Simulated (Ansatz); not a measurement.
Harmonic frequencies (cm⁻¹) at PBE0-D4/def2-TZVP from Ansatz: 157, 157, 264, 264, 319, 497, 516, 516, 800, 801, 1056, 2385.

(1) Which molecule is it?
A. `[Te]=[Te]` (triplet)
B. `N#CC(Cl)(Cl)Cl`
C. `[As]12[As]3[As]1[As]23`
D. `C/N=N\C`

Results:

(1) B.
